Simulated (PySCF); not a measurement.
Constitutional and geometric isomers with formula C3H5N. Isolated molecules, 0 K electronic values unless said otherwise. One relaxed conformer stands for each flexible species; it need not be the lowest. Strings in code marks are SMILES.

The T1 excitation (TDA) from two functionals at the same geometries (PBE0-D4/def2-TZVP), both in PySCF: PBE-D3(BJ)/def2-TZVP and B3LYP-D3(BJ)/def2-TZVP. B3LYP has the VWN-RPA correlation part, as in Gaussian. Excitations are Tamm–Dancoff values on a coarser integration grid. The basis has no diffuse functions, so Rydberg states are missing or too high.

```
species                               B3LYP-D3(BJ)/def2-TZVP (eV)
------------------------------------  ---------------------------
`C=C=NC`                                                     4.33
`[H]/N=C\C=C` (C–C–C–N torsion 180°)                         3.57
`C=C=CN`                                                     4.00
`C#CNC`                                                      4.96
```

Q: What does PBE-D3(BJ)/def2-TZVP give for each?

A: 
- `C=C=NC`: 4.24
- `[H]/N=C\C=C` (C–C–C–N torsion 180°): 3.43
- `C=C=CN`: 3.74
- `C#CNC`: 4.74
Over these rows, drawn at random from the members with no instability flagged (it was tested for open shells, ions and some series alone), PBE minus B3LYP-D3(BJ): mean -0.18 eV, from -0.26 eV to -0.09 eV.
